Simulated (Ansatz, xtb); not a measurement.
**C3H5FGaN: which of two isomers lies lower**

Structure X: `[CH3][GaH][C@@H](F)C#N`, a singlet. Structure Y: `N#C[CH2][GaH][CH2]F`, a singlet. Both are isolated molecules in the gas phase, relaxed with r2SCAN-D4/def2-SVP; the shapes shown needn't be the lowest conformers.

X (Å):

```xyz
11

C    -1.1566   -0.5447   -0.5703
C     1.0192    1.4536    1.0120
C    -0.1455    2.0665    1.6075
F     1.3710    2.1089   -0.1928
Ga    0.6211   -0.3614    0.2034
N    -1.1366    2.4710    2.0698
H    -1.9013    0.0168    0.0147
H    -1.4697   -1.5955   -0.6580
H    -1.1405   -0.1157   -1.5874
H     1.8285   -1.3474    0.1298
H     1.8814    1.5066    1.6957
```

Y (Å):

```yaml
atoms:
  - { symbol: C, position_ang: [3.3625, 0.9688, 1.3431] }
  - { symbol: C, position_ang: [2.0990, 1.3174, 1.9453] }
  - { symbol: C, position_ang: [0.9419, -0.0896, -0.8610] }
  - { symbol: F, position_ang: [0.5023, 1.1931, -1.3036] }
  - { symbol: Ga, position_ang: [0.6084, 0.3396, 1.0347] }
  - { symbol: N, position_ang: [4.3418, 0.6304, 0.8082] }
  - { symbol: H, position_ang: [2.1010, 1.0941, 3.0250] }
  - { symbol: H, position_ang: [1.9053, 2.3997, 1.8394] }
  - { symbol: H, position_ang: [-0.7782, 0.2311, 1.7396] }
  - { symbol: H, position_ang: [1.9967, -0.2119, -1.1524] }
  - { symbol: H, position_ang: [0.3216, -0.8547, -1.3514] }
```

Quicker runs give these differences E(Y) − E(X): GFN2-xTB −0.42 kJ/mol; HF/STO-3G +10.50 kJ/mol (at GFN2-xTB geometries); r2SCAN-D4/def2-SVP//GFN2-xTB −0.74 kJ/mol.

Q: Estimate which is lower in electronic energy at CCSD(T)/def2-SVP + ΔMP2/def2-TZVPP, and by roughly how much.

A: Not settled: CCSD(T)/def2-SVP + ΔMP2/def2-TZVPP gives E(Y) − E(X) = −5.05 kJ/mol, but this leans on the basis-set step: CCSD(T) alone gives −2.38 kJ/mol.

How the difference moves with the method:

```tsv
level	geometry	E(Y) − E(X) (kJ/mol)	departure from the last row (kJ/mol)	job, with rough time for the two
GFN2-xTB	GFN2-xTB	−0.42	+4.64	optimisation, 0.47 s
HF/STO-3G	GFN2-xTB	+10.50	+15.55	single point, 1.1 s
r2SCAN-D4/def2-SVP//GFN2-xTB	GFN2-xTB	−0.74	+4.32	single point, 5.5 s
r2SCAN-D4/def2-SVP	r2SCAN-D4/def2-SVP	−1.13	+3.92	optimisation, 3 min
HF/def2-SVP	r2SCAN-D4/def2-SVP	−8.23	−3.18	part of the CCSD(T) run
MP2/def2-SVP	r2SCAN-D4/def2-SVP	−2.00	+3.05	part of the CCSD(T) run
CCSD(T)/def2-SVP	r2SCAN-D4/def2-SVP	−2.38	+2.67	single point
CCSD(T)/def2-SVP + ΔMP2/def2-TZVPP	r2SCAN-D4/def2-SVP	−5.05		single point, 77 s
```

As drawn, both hold the same kinds of bond in the same numbers. Structure X has 1 methyl group, Y 0.

HF/STO-3G puts the two in the other order. GFN2-xTB, r2SCAN-D4/def2-SVP//GFN2-xTB, r2SCAN-D4/def2-SVP, MP2/def2-SVP find them nearly level. The largest departure from CCSD(T)/def2-SVP + ΔMP2/def2-TZVPP is that of HF/STO-3G, 15.55 kJ/mol. A small imaginary or near-zero mode remains, so no thermal terms are given. The last row adds to CCSD(T) the change of the MP2 difference between the two basis sets, here −2.67 kJ/mol.

The correlated steps freeze 14 core orbitals; the filled d shell of Ga is correlated, in a basis made for valence electrons. Run with Ansatz 0.2.0, xtb 6.7.1; the last row on 2 threads of Intel(R) Xeon(R) Platinum 8259CL CPU @ 2.50GHz (Skylake/Cascade Lake) on a shared host.
